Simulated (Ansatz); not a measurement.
Geometry optimisation, RKS B3LYP-D4/STO-3G in Ansatz 0.2.0.

Input file:

```yaml
crystal:
  periodic: [false, false, false]
  atoms:
    - { symbol: C, position_ang: [-1.204, -1.1408, -1.8354] }
    - { symbol: Si, position_ang: [0.4281, -0.7322, -1.1228] }
    - { symbol: C, position_ang: [0.2745, 0.25, 0.4733] }
    - { symbol: C, position_ang: [1.7862, 0.4557, 1.0673] }
    - { symbol: C, position_ang: [-0.5805, -0.5039, 1.4726] }
    - { symbol: Al, position_ang: [-0.4981, 2.0641, 0.0677] }
    - { symbol: H, position_ang: [-1.7668, -0.1448, -2.0342] }
    - { symbol: H, position_ang: [-1.0886, -1.6279, -2.8094] }
    - { symbol: H, position_ang: [-1.8317, -1.7037, -1.0985] }
    - { symbol: H, position_ang: [1.2236, 0.0386, -2.0738] }
    - { symbol: H, position_ang: [1.1077, -2.0021, -0.8358] }
    - { symbol: H, position_ang: [1.6847, 1.0432, 2.0285] }
    - { symbol: H, position_ang: [2.3178, 1.0109, 0.3364] }
    - { symbol: H, position_ang: [2.1542, -0.5251, 1.3185] }
    - { symbol: H, position_ang: [-1.6151, -0.6301, 1.0985] }
    - { symbol: H, position_ang: [-0.1633, -1.4723, 1.7212] }
    - { symbol: H, position_ang: [-0.6306, 0.0915, 2.4479] }
    - { symbol: H, position_ang: [-1.9722, 2.1546, -0.5471] }
    - { symbol: H, position_ang: [0.3324, 3.37, 0.3813] }
basis:
  gaussian: { orbitals: STO-3G }
hamiltonian:
  xc: b3lyp
  dispersion: d4
relax:
  f_tol: 0.015
  max_steps: 40
```

Command:

```bash
$ ansatz run input.yaml --threads 1 --pin off --max-ram 2048MiB --backend cpu --events-out ev --progress --plain --runs-dir out
```

Problem. Where does it end, and by what steps?

Solution. The forces met the threshold. The force dipped under the threshold on the way, but the program's further checks kept it going. Limits of this set-up: minimal basis. After 31 steps the energy has fallen by 0.748 eV; H19 moved furthest, 1.16 Å.

```json
{"step": "0", "energy less start (eV)": "0.0000", "largest force component (eV/Å)": "4.330", "accepted": "yes"}
{"step": "2", "energy less start (eV)": "-0.7306", "largest force component (eV/Å)": "0.133", "accepted": "yes"}
{"step": "4", "energy less start (eV)": "-0.7354", "largest force component (eV/Å)": "0.019", "accepted": "yes"}
{"step": "6", "energy less start (eV)": "-0.7365", "largest force component (eV/Å)": "0.151", "accepted": "yes"}
{"step": "8", "energy less start (eV)": "-0.7394", "largest force component (eV/Å)": "0.017", "accepted": "yes"}
{"step": "10", "energy less start (eV)": "-0.7355", "largest force component (eV/Å)": "0.200", "accepted": "no"}
{"step": "12", "energy less start (eV)": "-0.7410", "largest force component (eV/Å)": "0.071", "accepted": "yes"}
{"step": "14", "energy less start (eV)": "-0.7418", "largest force component (eV/Å)": "0.054", "accepted": "yes"}
{"step": "16", "energy less start (eV)": "-0.7428", "largest force component (eV/Å)": "0.094", "accepted": "yes"}
{"step": "18", "energy less start (eV)": "-0.7443", "largest force component (eV/Å)": "0.025", "accepted": "yes"}
{"step": "20", "energy less start (eV)": "-0.7431", "largest force component (eV/Å)": "0.231", "accepted": "no"}
{"step": "22", "energy less start (eV)": "-0.7454", "largest force component (eV/Å)": "0.028", "accepted": "yes"}
{"step": "24", "energy less start (eV)": "-0.7458", "largest force component (eV/Å)": "0.109", "accepted": "no"}
{"step": "26", "energy less start (eV)": "-0.7472", "largest force component (eV/Å)": "0.044", "accepted": "yes"}
{"step": "28", "energy less start (eV)": "-0.7476", "largest force component (eV/Å)": "0.045", "accepted": "yes"}
{"step": "30", "energy less start (eV)": "-0.7479", "largest force component (eV/Å)": "0.016", "accepted": "yes"}
{"step": "31", "energy less start (eV)": "-0.7480", "largest force component (eV/Å)": "0.015", "accepted": "yes"}
```

```xyz
19
Properties=species:S:1:pos:R:3
C -1.166 -0.894 -1.973
Si 0.472 -0.783 -1.055
C 0.275 0.256 0.514
C 1.700 0.536 1.110
C -0.551 -0.560 1.567
Al -0.609 1.905 0.049
H -1.516 0.093 -2.307
H -1.082 -1.526 -2.866
H -1.953 -1.323 -1.340
H 1.443 -0.169 -1.934
H 0.929 -2.120 -0.743
H 1.638 1.111 2.049
H 2.328 1.111 0.410
H 2.237 -0.399 1.346
H -1.564 -0.793 1.198
H -0.063 -1.517 1.821
H -0.668 0.001 2.509
H -2.056 2.108 0.392
H 0.165 2.958 -0.691
```

The run took 3.4 min on 1 CPU thread of a shared host.
